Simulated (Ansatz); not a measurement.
Computed with Ansatz on PBE0-D4/def2-TZVP structures; ΔE is electronic, products minus reactants. CCSD(T)/CBS is the MP2 limit (def2-TZVPP, def2-QZVPP) plus CCSD(T) − MP2 in def2-TZVPP, frozen cores. This one scheme is used for every species, atoms too. For atomizations the MP2-based limit and the directly extrapolated one differ by several kJ/mol either way, and by 10 to 25 for some Ge, Se and Sn compounds, so smaller differences from it don't rank the levels. Functionals use def2-TZVPP. No spin–orbit coupling; open shells (•) take unrestricted orbitals. Spin–orbit coupling would lower the free atoms: a little for C, Cl, Si. One conformer a species, not always the lowest.

Reaction (atomization): `[CH2]C[SiH2]Cl`• → 2 C• + Cl• + 6 H• + Si•

```csv
level,ΔE (kcal/mol)
PBE0-D4,835.8
r2SCANh-D4,836.2
BHLYP,812.5
SCS-MP2/def2-TZVPP,816.3
```

Problem. What does CCSD(T)/CBS give? (Estimate.)

Solution. Computed: +831.8 kcal/mol. The listed levels differ from it by 4.0, 4.4, -19.3, -15.5 kcal/mol.

Largest T1 diagnostic among the species: 0.012.

From BLYP to BHLYP (50 % exact exchange), in def2-TZVPP and without D4, ΔE moves by −2.0 kcal/mol: exact exchange takes away binding that semilocal exchange gives to molecules. At CCSD(T), def2-SVP lies −45.8 kcal/mol from the extrapolated value and def2-TZVPP −20.1 kcal/mol: correlation converges slowly with the basis, and small sets miss more of it in the bonded molecule than in its fragments.
